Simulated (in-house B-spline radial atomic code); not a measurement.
Successive ionisation energies of tin; each step leads to the configuration of the next row (after the last: bare). Dirac energy differences include first-order Breit, QED and recoil terms. NIST's values go from ground level to ground level; the uncertainty of those that are theory runs from under 0.1 % in few-electron ions to several per cent in heavy many-electron ones. Computed with an all-electron radial atomic-structure program (B-spline basis): Dirac-Hartree-Fock, average of the configuration, finite nuclei.

```
  ion  configuration  ionisation energy (eV)  tabulated value (eV)  computed minus tabulated (eV)  highest orbital  largest mean radius (bohr)
Sn40+   [He] 2s2 2p6                  6492.0                  6421                             71            2p3/2                      0.1224
Sn41+   [He] 2s2 2p5                  6711.1                  6631                             80            2p3/2                     0.12162
Sn42+   [He] 2s2 2p4                  6933.2                  6859                             74            2p3/2                     0.12085
Sn43+   [He] 2s2 2p3                  7158.3                  7080                             78            2p3/2                     0.12008
Sn44+   [He] 2s2 2p2                       ?                     ?                              ?                ?                           ?
Sn45+   [He] 2s2 2p1                       ?                     ?                              ?                ?                           ?
Sn46+       [He] 2s2                       ?                     ?                              ?                ?                           ?
Sn47+       [He] 2s1                  8306.7               8306.95                              0            2s1/2                     0.11713
Sn48+            1s2                 34254.6              34257.15                             -3            1s1/2                    0.028854
Sn49+            1s1                 35192.4               35192.5                              0            1s1/2                    0.028623
```

**Question.** Fill in the row of Sn44+.

**Answer.** ionisation energy (eV): 7386.4; tabulated value (eV): 7531; computed minus tabulated (eV): -145; highest orbital: 2p3/2; largest mean radius (bohr): 0.11932.

**Question.** Fill in the row of Sn45+.

**Answer.** ionisation energy (eV): 7617.6; tabulated value (eV): 7790; computed minus tabulated (eV): -172; highest orbital: 2p3/2; largest mean radius (bohr): 0.11857.

**Question.** Fill in the row of Sn46+.

**Answer.** ionisation energy (eV): 8096.8; tabulated value (eV): 8103; computed minus tabulated (eV): -6; highest orbital: 2s1/2; largest mean radius (bohr): 0.11783.

**Question.** Where is the largest jump?

**Answer.** From Sn47+ to Sn48+, by a factor of 4.12 (8306.7 to 34255 eV); the highest orbital goes from 2s1/2 to 1s1/2.

Where a p, d or f electron is removed, the computed value is a mean over both j, so it misses the tabulated one by a part of the spin-orbit splitting; averaging over terms and missing correlation add to the gap, relatively most at low charge.
